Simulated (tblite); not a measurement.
C₁₀H₁₆.
Atom-mapped SMILES: `[CH2:1]=[C:2]([CH2:3][CH3:4])[C@H:5]1[CH2:6][CH2:7][C:8]12[CH2:9][CH2:10]2` (hydrogens: H11, H12 on C1; H13, H14 on C3; H15, H16, H17 on C4; H18 on C5; H19, H20 on C6; H21, H22 on C7; H23, H24 on C9; H25, H26 on C10)

Computed with GFN2-xTB (tblite), gas phase: L-BFGS steps from a force-field or distance-geometry start until the largest atomic force falls under 0.01 eV/Å.

The end geometry, which sets the zero of energy:
```
atom  x, y, z in Å
C1      0.5665   -0.8198   -1.7079
C2      0.8633   -0.5034   -0.4563
C3      2.1286   -0.9778    0.2025
C4      3.1322    0.1665    0.3508
C5     -0.0252    0.3816    0.3686
C6     -0.3229    1.7827   -0.2231
C7     -1.8284    1.4724   -0.2490
C8     -1.5283    0.0962    0.3185
C9     -2.3221   -0.6360    1.3504
C10    -2.1956   -1.1898   -0.0402
H11    -0.3319   -0.4710   -2.1868
H12     1.2100   -1.4469   -2.3019
H13     1.8964   -1.3843    1.1906
H14     2.5780   -1.7739   -0.3936
H15     4.0327   -0.1801    0.8533
H16     3.4077    0.5517   -0.6284
H17     2.7050    0.9823    0.9293
H18     0.3476    0.4293    1.3944
H19    -0.0425    2.6097    0.4258
H20     0.1175    1.9360   -1.2055
H21    -2.4342    2.1054    0.3992
H22    -2.2731    1.4623   -1.2436
H23    -3.2731   -0.2226    1.6538
H24    -1.7902   -1.1347    2.1474
H25    -1.5783   -2.0627   -0.1902
H26    -3.0610   -1.1503   -0.6853
```

Question: These geometries come from the run, each turned onto the end geometry. Order them by energy, lowest first.
A.
```
atom  x, y, z in Å
C1      0.4953   -1.3025   -1.5420
C2      0.8909   -0.7150   -0.4244
C3      2.3335   -0.7711    0.0206
C4      3.0154    0.5956    0.1161
C5     -0.0384    0.0241    0.5004
C6     -0.0818    1.5564    0.2520
C7     -1.4897    1.4176   -0.3363
C8     -1.5491    0.0147    0.2379
C9     -2.5642   -0.4294    1.2424
C10    -2.5162   -1.0656   -0.1197
H11    -0.5317   -1.2945   -1.8558
H12     1.1875   -1.8318   -2.1749
H13     2.3845   -1.2564    0.9994
H14     2.8986   -1.3875   -0.6813
H15     4.0741    0.4699    0.3374
H16     2.9227    1.1228   -0.8311
H17     2.5718    1.2024    0.9005
H18     0.2176   -0.2406    1.5308
H19    -0.0786    2.1202    1.1822
H20     0.6653    1.9550   -0.4272
H21    -2.2385    2.1261    0.0102
H22    -1.4790    1.4172   -1.4242
H23    -3.4015    0.2138    1.4780
H24    -2.2207   -1.0250    2.0770
H25    -2.1853   -2.0912   -0.1818
H26    -3.3037   -0.8026   -0.8131
```
B.
```
atom  x, y, z in Å
C1      0.5773   -0.7644   -1.6999
C2      0.8593   -0.4804   -0.4371
C3      2.1197   -0.9741    0.2168
C4      3.1672    0.1381    0.2880
C5     -0.0368    0.3841    0.4013
C6     -0.3378    1.7939   -0.1668
C7     -1.8309    1.4479   -0.2864
C8     -1.5364    0.0865    0.3186
C9     -2.3529   -0.6211    1.3494
C10    -2.1868   -1.2141   -0.0207
H11    -0.3105   -0.3969   -2.1846
H12     1.2264   -1.3832   -2.2970
H13     1.8990   -1.3285    1.2268
H14     2.5246   -1.8113   -0.3541
H15     4.0749   -0.2268    0.7635
H16     3.4131    0.4825   -0.7142
H17     2.7935    0.9856    0.8583
H18     0.3308    0.4088    1.4299
H19    -0.1222    2.6015    0.5295
H20     0.1561    1.9977   -1.1136
H21    -2.4974    2.0752    0.3050
H22    -2.2018    1.4103   -1.3105
H23    -3.3144   -0.2059    1.6139
H24    -1.8393   -1.0944    2.1733
H25    -1.5606   -2.0875   -0.1268
H26    -3.0353   -1.2007   -0.6898
```
C.
```
atom  x, y, z in Å
C1      0.4786   -0.9569   -1.6207
C2      0.8467   -0.5988   -0.4006
C3      2.2152   -0.9061    0.1420
C4      3.0954    0.3464    0.1896
C5     -0.0368    0.2234    0.4925
C6     -0.1862    1.6906    0.0156
C7     -1.6648    1.4397   -0.3183
C8     -1.5429    0.0595    0.3042
C9     -2.4860   -0.5464    1.2928
C10    -2.2880   -1.1824   -0.0551
H11    -0.4931   -0.7247   -2.0192
H12     1.1373   -1.5172   -2.2615
H13     2.1181   -1.3157    1.1518
H14     2.7017   -1.6579   -0.4823
H15     4.0943    0.0837    0.5327
H16     3.1679    0.7978   -0.7990
H17     2.6821    1.0860    0.8712
H18     0.2820    0.1195    1.5322
H19    -0.0208    2.4224    0.8023
H20     0.4445    1.9334   -0.8356
H21    -2.3749    2.1072    0.1645
H22    -1.8706    1.4275   -1.3873
H23    -3.4228   -0.0429    1.4888
H24    -2.0755   -1.0494    2.1580
H25    -1.7401   -2.1118   -0.1031
H26    -3.0824   -1.1039   -0.7828
```
D.
```
atom  x, y, z in Å
C1      0.4565   -1.1622   -1.5540
C2      0.8588   -0.6903   -0.3843
C3      2.2858   -0.8516    0.0655
C4      3.0007    0.4977    0.1220
C5     -0.0245    0.1038    0.5375
C6     -0.0900    1.6108    0.1715
C7     -1.5373    1.4385   -0.3091
C8     -1.5281    0.0402    0.2848
C9     -2.5670   -0.4595    1.2348
C10    -2.3635   -1.1413   -0.0870
H11    -0.5470   -1.0387   -1.9192
H12     1.1311   -1.7006   -2.1996
H13     2.3106   -1.3266    1.0506
H14     2.8134   -1.5010   -0.6345
H15     4.0483    0.3683    0.3819
H16     2.9499    0.9876   -0.8486
H17     2.5390    1.1435    0.8632
H18     0.2644   -0.0931    1.5735
H19    -0.0001    2.2680    1.0332
H20     0.6067    1.9298   -0.5966
H21    -2.2704    2.1155    0.1271
H22    -1.6404    1.4601   -1.3934
H23    -3.4563    0.1402    1.3653
H24    -2.2541   -0.9829    2.1253
H25    -1.9004   -2.1178   -0.0768
H26    -3.1074   -1.0157   -0.8604
```
E.
```
atom  x, y, z in Å
C1      0.5354   -0.8347   -1.6604
C2      0.8578   -0.5333   -0.4113
C3      2.1675   -0.9588    0.1945
C4      3.1433    0.2193    0.2446
C5     -0.0313    0.3216    0.4446
C6     -0.2755    1.7558   -0.0932
C7     -1.7642    1.4408   -0.3056
C8     -1.5360    0.0737    0.3153
C9     -2.4118   -0.5910    1.3257
C10    -2.2311   -1.2014   -0.0355
H11    -0.3907   -0.5139   -2.1058
H12     1.1869   -1.4181   -2.2889
H13     2.0003   -1.3328    1.2090
H14     2.6007   -1.7656   -0.4012
H15     4.1014   -0.0961    0.6544
H16     3.3059    0.6080   -0.7587
H17     2.7442    1.0216    0.8628
H18     0.3183    0.3019    1.4798
H19    -0.0907    2.5349    0.6421
H20     0.2753    1.9856   -1.0016
H21    -2.4591    2.0852    0.2310
H22    -2.0637    1.4014   -1.3522
H23    -3.3609   -0.1324    1.5653
H24    -1.9428   -1.0880    2.1624
H25    -1.6429   -2.1047   -0.1138
H26    -3.0578   -1.1562   -0.7305
```

Answer: B (0.004 eV), E (0.008 eV), C (0.021 eV), D (0.058 eV), A (0.113 eV).

In the order of the answer:

| step | E above end (eV) | largest force (eV/Å) | rms force component (eV/Å) | rms distance from end (Å) | rms bond change (Å) | bond most changed (Å) |
| --- | --- | --- | --- | --- | --- | --- |
| 88 | 0.004 | 0.02 | 0.006 | 0.077 | 0.000 | C8–C10 +0.001 |
| 70 | 0.008 | 0.06 | 0.019 | 0.137 | 0.001 | C8–C10 +0.002 |
| 60 | 0.021 | 0.08 | 0.026 | 0.270 | 0.001 | C5–C8 -0.004 |
| 37 | 0.058 | 0.11 | 0.027 | 0.461 | 0.002 | C5–C8 -0.005 |
| 17 | 0.113 | 0.12 | 0.037 | 0.575 | 0.002 | C2–C3 +0.007 |

Run on one thread, Arm Neoverse N1, no GPU, on a shared host.
